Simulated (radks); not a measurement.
The numbers below are computed, except where a source is named.
Neutral magnesium inside a hard spherical wall (all orbitals vanish at R), configuration held at [Ne] 3s2 and not refilled when levels cross. Code: a radial shooting solver on a logarithmic mesh with Libxc functionals. Model: scalar-relativistic Kohn-Sham, PBEsol, spin-polarised, spherical densities, finite nucleus; Fermi nuclear charge, rms radius 3.057 fm. Eigenvalues in eV for spin up, with the zero of energy where the potential of the charges vanishes at infinity; a dash marks a level that is unbound or too diffuse for the functional's potential to be trusted. A positive occupied level is held by the wall or, in an anion where self-interaction has pushed it up, behind a barrier. The pressure on the wall is -dE/dV.

| R (bohr) | E (hartree) | kinetic (hartree) | e(1s) | e(2s) | e(2p) | e(3s) | e(3p, empty) | e(4s, empty) | pressure (GPa) |
|---|---|---|---|---|---|---|---|---|---|
| free | -199.84028 | 200.016 | -1256.6 | -79.593 | -46.551 | -4.679 | -1.305 | - | 0 |
| 20 | -199.84028 | 200.016 | -1256.6 | -79.593 | -46.551 | -4.679 | -1.305 | - | < 0.0001 |
| 15 | -199.84028 | 200.016 | -1256.6 | -79.593 | -46.551 | -4.679 | -1.301 | 0.308 | < 0.0001 |
| 12 | -199.84023 | 200.016 | -1256.6 | -79.586 | -46.543 | -4.674 | -1.270 | 0.849 | 0.000964 |
| 10 | -199.83978 | 200.021 | -1256.6 | -79.539 | -46.497 | -4.642 | -1.170 | 1.804 | 0.0131 |
| 7 | -199.82706 | 200.099 | -1255.9 | -78.861 | -45.821 | -4.136 | -0.216 | 6.771 | 0.676 |
| 6 | -199.80192 | 200.218 | -1255.0 | -78.027 | -44.991 | -3.412 | 0.929 | 11.394 | 2.65 |
| 5 | -199.72875 | 200.497 | -1253.3 | -76.431 | -43.404 | -1.712 | 3.388 | 20.361 | 11.2 |
| 4 | -199.50470 | 201.195 | -1250.0 | -73.496 | -40.491 | 2.605 | 9.105 | 39.645 | 55.9 |
| 3 | -198.71052 | 203.339 | -1243.1 | -67.773 | -34.780 | 15.783 | 24.786 | 88.747 | 388 |
| 2 | -194.60379 | 213.914 | -1218.7 | -51.250 | -17.379 | 74.052 | 84.562 | 259.47 | 5610 |
